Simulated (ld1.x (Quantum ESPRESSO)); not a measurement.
Building the PAW potential for Te (PW91, fully relativistic).

tellurium (Te), PAW, made with ld1.x (Quantum ESPRESSO) 7.5 (PW91, fully relativistic). Core [Ar] 3d10, reference 4s2 4p6 4d10 5s2 5p2 (charge +2). Waves: 4s (bound): rcut 1.10, rcutus 1.45 bohr; 5s (bound): rcut 1.10, rcutus 1.45 bohr; 4p (bound): rcut 1.15, rcutus 1.40 bohr; 5p (bound): rcut 1.15, rcutus 1.40 bohr; 4d (bound): rcut 0.85, rcutus 1.00 bohr; 4d channel at -2.55 Ry: rcut 0.85, rcutus 1.00 bohr. Local part: all-electron potential smoothed inside 0.90 bohr (lloc = -1). Core correction: Bessel-smoothed model core inside 0.65 bohr. Augmentation charge: PSQ, inside the norm-conserving radii.

Open shells are filled in proportion to 2j + 1 (rel_dist='average').

Poles of the logarithmic derivatives, all-electron (AE) and pseudo (PS). s: poles at -13.3 (AE) and -13.3, -4.2 (PS) Ry. p1/2: poles at -10.0 (AE) and -10.0 (PS) Ry. p3/2: poles at -9.2 (AE) and -9.2 (PS) Ry. d3/2: poles at -3.6 (AE) and -3.6 (PS) Ry. d5/2: poles at -3.5 (AE) and -3.5 (PS) Ry. Test radius 1.60 bohr.

* Configuration tests: test run stopped at test 3 of 7 (negative rho)
* Density cutoff estimated by the generator: 556 Ry

The ghost test of this file was not conclusive.
